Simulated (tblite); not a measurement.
C₉H₁₆N (charge +1).
Atom-mapped SMILES: `[CH2:1]=[CH:2]/[CH:3]=[CH:4]/[CH:5]=[CH:6]/[N+:7]([CH3:8])([CH3:9])[CH3:10]` (hydrogens: H11, H12 on C1; H13 on C2; H14 on C3; H15 on C4; H16 on C5; H17 on C6; H18, H19, H20 on C8; H21, H22, H23 on C9; H24, H25, H26 on C10)

The geometry is computed with GFN2-xTB (gas phase).

**Question.** What internal coordinates does the optimisation give?

**Answer.** 
| bond | length (Å) | order |
| --- | --- | --- |
| C1=C2 | 1.334 | double |
| C2–C3 | 1.434 | single |
| C3=C4 | 1.349 | double |
| C4–C5 | 1.430 | single |
| C5=C6 | 1.337 | double |
| C6–N7 | 1.470 | single |
| N7–C8, N7–C9, N7–C10 | 1.477 | single |
| C1–H11 | 1.078 | single |
| C1–H12 | 1.075 | single |
| C2–H13 | 1.081 | single |
| C3–H14 | 1.083 | single |
| C4–H15 | 1.081 | single |
| C5–H16 | 1.082 | single |
| C6–H17 | 1.077 | single |
| C8–H18 and 8 like bonds | 1.089 | single |

Bonds in one row agree within 0.01 Å and their mean is given. Orders are formal, as drawn. A selection of angles:
| angle | degrees |
| --- | --- |
| C2–C1–H11 | 121.6 |
| C2–C1–H12 | 121.9 |
| H11–C1–H12 | 116.5 |
| C1–C2–C3 | 122.8 |
| C1–C2–H13 | 120.4 |
| C3–C2–H13 | 116.8 |
| C2–C3–C4 | 123.9 |
| C2–C3–H14 | 116.4 |
| C4–C3–H14 | 119.7 |
| C3–C4–C5 | 122.9 |
| C3–C4–H15 | 119.9 |
| C5–C4–H15 | 117.3 |
| C4–C5–C6 | 122.9 |
| C4–C5–H16 | 115.8 |
| C6–C5–H16 | 121.2 |
| C5–C6–N7 | 124.3 |
| C5–C6–H17 | 121.2 |
| N7–C6–H17 | 114.5 |
| C6–N7–C8 | 109.1 |
| C8–N7–C9 | 108.9 |
| N7–C8–H18 | 110.1 |
| H18–C8–H19 | 108.7 |
| H25–C10–H26 | 108.5 |

Dihedral angles: C1–C2–C3–C4 180° (antiperiplanar); C2–C3–C4–C5 180° (antiperiplanar); C3–C4–C5–C6 180° (antiperiplanar); C4–C5–C6–N7 180° (antiperiplanar); C5–C6–N7–C8 180° (antiperiplanar).

C5 (alkene CH carbon) is planar (angles 122.9°, 121.2° and 115.8°, sum 360.0°, 0.00 Å off the plane of its three neighbours). N7 (ammonium nitrogen) is tetrahedral (angles from 108.9° to 110.1°). C6 (vinylic carbon bearing nitrogen) is planar (angles 124.3°, 121.2° and 114.5°, sum 360.0°, 0.00 Å off the plane of its three neighbours). C3 (alkene CH carbon) is planar (angles 123.9°, 119.7° and 116.4°, sum 360.0°, 0.00 Å off the plane of its three neighbours). The C–C distances run from 1.334 Å (C1=C2, drawn double) to 1.434 Å (C2–C3, drawn single), a spread of 0.100 Å. C2 (alkene CH carbon) is planar (angles 122.8°, 120.4° and 116.8°, sum 360.0°, 0.00 Å off the plane of its three neighbours). Of the pairs four or more bonds apart, C5···H22 is among the closest relative to their van der Waals radii: 2.78 Å, 96 % of the sum of Bondi's values.

Point group: Cs (tolerance 0.08 Å). Its GFN2-xTB frequencies are all real (lowest 31 cm⁻¹).

One conformer stands for the species.
